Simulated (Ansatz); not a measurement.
CuI₂⁻, relaxed as a quintet with UKS r2SCAN-D4/def2-TZVPD in Ansatz, starting from the r2SCAN-D4/def2-TZVPD geometry of the charge -1 singlet. Force threshold 0.02 eV/Å.

In the def2 sets I takes a core potential; there is no spin–orbit coupling. The highest occupied level of the charge -1 quintet lies above zero (up to 2.23 eV). It is a level of α spin, whose loss leaves a quartet; that state wasn't run at this geometry and level. The electron is either unbound and held by the finite basis, or the level is raised by self-interaction error. In the quintet, I2 and I3 lie 3.14 Å apart (atoms count from 1), so these atoms are partly bonded to each other. The relaxation made no stability test and no search for a lower SCF solution. At r2SCAN-D4/def2-TZVPD a singlet of charge -1 lies 7.51 eV below the quintet, each at its own geometry. The structure comes from a short search, and lower isomers may exist.

Start:

Cartesian coordinates in Å:
```
Cu 0.000 0.000 0.000
I 0.445 -0.126 -2.385
I -0.445 0.126 2.385
```

| step | energy (eV) | largest force component (eV/Å) | SCF passes |
| --- | --- | --- | --- |
| 1 | -60846.4192 | 1.257 | 179 |
| 2 | -60846.7467 | 0.488 | 78 |
| 3 | -60846.8306 | 0.171 | 348 |
| 4 | -60846.8650 | 0.155 | 204 |
| 5 | -60846.8894 | 0.068 | 136 |
| 6 | -60846.8941 | 0.002 | 92 |
| 7 | -60846.8941 | 0.002 | 47 |
| 8 | -60846.8941 | 0.003 | 105 |
| 9 | -60846.8942 | 0.004 | 65 |
| 10 | -60846.8946 | 0.007 | 68 |
| 11 | -60846.8964 | 0.020 | 190 |
| 12 | -60846.8984 | 0.031 | 69 |
| 13 | -60846.9028 | 0.050 | 73 |
| 14 | -60846.9115 | 0.076 | 65 |
| 15 | -60846.9651 | 0.274 | 127 |
| 16 | -60847.0914 | 0.317 | 59 |
| 17 | -60847.2315 | 0.283 | 66 |
| 18 | -60847.3820 | 0.300 | 103 |
| 19 | -60847.4970 | 0.217 | 33 |
| 20 | -60847.6138 | 0.494 | 169 |
| 21 | -60847.8791 | 0.425 | 31 |
| 22 | -60847.9084 | 0.339 | 26 |
| 23 | -60847.9311 | 0.267 | 28 |
| 24 | -60847.9382 | 0.136 | 23 |
| 25 | -60847.9428 | 0.008 | 25 |

Force components are those of the run's own axes.

End:

```xyz
3

Cu   -1.286   -0.778   -0.199
I     0.931    0.307   -1.443
I     0.355    0.470    1.642
```

Bonds formed: I2–I3 (atoms count from 1).

The force fell under the threshold at step 6, but the optimiser went on and released 1.049 eV more. No frequencies were taken in this run, so the end may be a saddle point.

Run time 6.3 min (4 threads of Arm Neoverse V2 on a shared host), peak host memory 0.56 GiB.
